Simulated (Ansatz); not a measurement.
System: MgF2 (charge 0, singlet). 
Structure (B3LYP-D3(BJ)/def2-TZVP (Ansatz, an electronic-structure program) minimum search):
```xyz
3

Mg     0.0000     0.0000     0.0000
F      0.0000     0.0000     1.7511
F      0.0000     0.0000    -1.7511
```
Charge 0, spin multiplicity 1.

Parts of the frozen-core correlation energy in STO-3G (Ansatz, hartree). Frozen orbitals: 7; correlated occupied orbitals by spin: 8 and 8; virtual: 4 and 4. Spin-orbit coupling is left out. Non-relativistic.

```tsv
term	value
reference (HF)	-393.23540
MP2 opposite-spin	-0.03654
MP2 same-spin	-0.00811
CCSD correlation	-0.05416
(T)	-0.00487
FCI minus CCSD(T)	-0.00066
T1 diagnostic	0.018
largest doubles amplitude	0.084
```
